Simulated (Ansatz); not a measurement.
`[AlH2][CH2][GeH3]`, relaxed with RKS PBE0-D4/def2-TZVP in Ansatz from a PBE-D4/def2-SVP geometry. The force threshold is 0.005 eV/Å; the program also tests the step.

Charge 0, multiplicity 1.

Start:

```xyz
10

Al    1.137   -0.315   -1.418
C     0.390   -0.629    0.367
Ge   -1.078    0.606    0.841
H     0.517   -1.066   -2.689
H     2.351    0.713   -1.608
H     1.164   -0.505    1.153
H    -0.030   -1.654    0.451
H    -2.245    0.477   -0.177
H    -0.576    2.077    0.819
H    -1.630    0.297    2.261
```

By how much does the energy fall, and how many steps does the optimiser take? (Estimate.)

The calculation gave: 1.97 kJ/mol, in 3 steps.

Which bonds change most? (Best estimate.)

The calculation gave: Al1–C2 from 1.961 to 1.944 Å; C2–Ge3 from 1.976 to 1.959 Å; C2–H7 from 1.111 to 1.094 Å; C2–H6 from 1.111 to 1.094 Å.

Give the relaxed structure. (Estimate.)

The calculation gave: 
```xyz
10

Al    1.126   -0.312   -1.402
C     0.387   -0.627    0.368
Ge   -1.068    0.599    0.836
H     0.506   -1.053   -2.663
H     2.325    0.711   -1.591
H     1.154   -0.507    1.139
H    -0.022   -1.639    0.447
H    -2.220    0.471   -0.180
H    -0.568    2.056    0.806
H    -1.621    0.300    2.241
```
